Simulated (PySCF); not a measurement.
## Correlation energy of Tl (thallium, neutral)

[Xe] 4f14 5d10 6s2 6p1, 2P determinant. All numbers are calculated (PySCF 2.14, a scalar-relativistic core potential, in aug-cc-pVDZ-PP with ECP60MDF (5s4p3d, 32 functions)). Frozen: 5s2 5p6 5d10; 3 electrons correlated.

MP2 pair energies summed by pair of shells (mhartree):

| pair | energy | share (%) |
| --- | --- | --- |
| 6s-6s | -13.50 | 61.2 |
| 6s-6p | -8.57 | 38.8 |

Total MP2 correlation energy: -22.06 mhartree.

Same-spin part -2.02 and opposite-spin part -20.05 mhartree; SCS-MP2 scales them by 1/3 and 6/5 to -24.73 mhartree.

```json
{"level": "CCSD", "correlation energy (mhartree)": "-32.06"}
{"level": "(T)", "correlation energy (mhartree)": "-0.29"}
{"level": "CCSD(T)", "correlation energy (mhartree)": "-32.35"}
```

Diagnostics: T1 = 0.0093, D1 = 0.0213, largest double amplitude 0.043.

Spin-orbit coupling, absent here, splits the open shell strongly.

Cost of the coupled-cluster step: 0.14 s of wall time on 1 thread of Neoverse-V2 (shared host), for 3 correlated electrons.
